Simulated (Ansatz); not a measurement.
Computed with Ansatz on PBE0-D4/def2-TZVP structures; ΔE is electronic, products minus reactants. CCSD(T)/CBS is the MP2 limit (def2-TZVPP, def2-QZVPP) plus CCSD(T) − MP2 in def2-TZVPP, frozen cores. Functionals use def2-TZVPP. For Ge outer-core shells are correlated without core-valence functions, which leaves a few kJ/mol of doubt a bond. Scalar relativity is left out up to krypton. Each species was taken in one conformer, which may not be the lowest.

`CCC(CC)C(C)C` + `[OH][Ge][F]` → `CC(C)[O][Ge][F]` + `CCCCC`  (substitution at a C–C bond)

`CCC(CC)C(C)C`:

```xyz
26

C    -0.852   -2.078   -0.576
C    -0.524   -0.747   -1.233
C    -0.078    0.359   -0.272
C    -1.191    0.751    0.705
C    -2.521    1.095    0.055
C     1.227    0.021    0.471
C     1.736    1.198    1.297
C     2.329   -0.440   -0.474
H    -1.178   -2.808   -1.320
H     0.013   -2.502   -0.059
H    -1.656   -1.981    0.159
H    -1.399   -0.395   -1.786
H     0.250   -0.898   -1.990
H     0.134    1.244   -0.893
H    -1.336   -0.057    1.433
H    -0.860    1.616    1.285
H    -2.395    1.857   -0.721
H    -2.992    0.226   -0.409
H    -3.223    1.490    0.793
H     1.012   -0.803    1.165
H     1.048    1.482    2.094
H     2.692    0.952    1.765
H     1.896    2.075    0.661
H     2.084   -1.374   -0.982
H     3.262   -0.600    0.073
H     2.524    0.317   -1.242
```

`[OH][Ge][F]`:

```xyz
4

O     1.035    0.171    0.209
Ge   -0.133    0.143   -1.122
F    -1.551   -0.281   -0.156
H     0.650   -0.033    1.069
```

`CC(C)[O][Ge][F]`:

```xyz
13

C     0.066   -0.199    1.366
C    -0.680    0.111    0.083
C    -0.335   -0.848   -1.039
O    -0.463    1.462   -0.319
Ge    0.953    2.390   -0.801
F     2.221    1.156   -0.678
H    -0.194    0.524    2.142
H    -0.202   -1.195    1.726
H     1.145   -0.170    1.200
H    -1.757    0.048    0.279
H    -0.615   -1.868   -0.764
H    -0.876   -0.581   -1.950
H     0.737   -0.829   -1.245
```

`CCCCC`:

Z-matrix (Å, degrees):
```
C
C 1 1.519
H 1 1.094 2 111.1
H 1 1.092 2 111.7 3 -120.2
H 1 1.094 2 111.1 3 119.5
C 2 1.521 1 112.7 3 -60.0
H 2 1.095 1 109.3 3 62.5
H 2 1.097 1 109.6 3 178.4
C 6 1.523 2 114.5 1 -177.1
H 6 1.098 2 109.2 1 60.1
H 6 1.096 2 108.6 1 -55.0
C 9 1.521 6 114.1 2 -65.1
H 9 1.095 6 108.8 2 172.9
H 9 1.097 6 109.1 2 57.7
H 12 1.092 9 111.9 6 63.4
H 12 1.094 9 110.9 6 -56.8
H 12 1.092 9 111.2 6 -176.6
```

```tsv
level	ΔE (kcal/mol)
ωB97X-V	5.8
ωB97M-V	6.9
r2SCAN	4.3
HF/def2-TZVPP	-0.1
SCS-MP2/def2-TZVPP	7.1
CCSD/def2-TZVPP	6.7
HF/CBS(def2)	-0.1
CCSD/CBS(def2)	6.9
```

(1) What does CCSD(T)/CBS give? (An estimate is asked.)

Largest T1 diagnostic among the species: 0.015.

Results:

(1) The calculation gave: +7.5 kcal/mol. The listed levels differ from it by -1.7, -0.6, -3.2, -7.6, -0.4, -0.8, -7.6, -0.6 kcal/mol.

In def2-TZVPP, CCSD(T) changes the Hartree–Fock value by +7.4 kcal/mol (the triples alone add +0.6 kcal/mol) and MP2 by +9.4 kcal/mol. From PBE to PBE0 (25 % exact exchange), in def2-TZVPP and without D4, ΔE moves by +1.2 kcal/mol. The D4 term adds +2.7 kcal/mol with B3LYP and +1.7 kcal/mol with PBE0; it sums over pairs of atoms, weighted by their polarisabilities, and B3LYP, whose exchange is more repulsive, gets the larger term.

B3LYP here is the variant with VWN-RPA as its local correlation; programs differ in this.
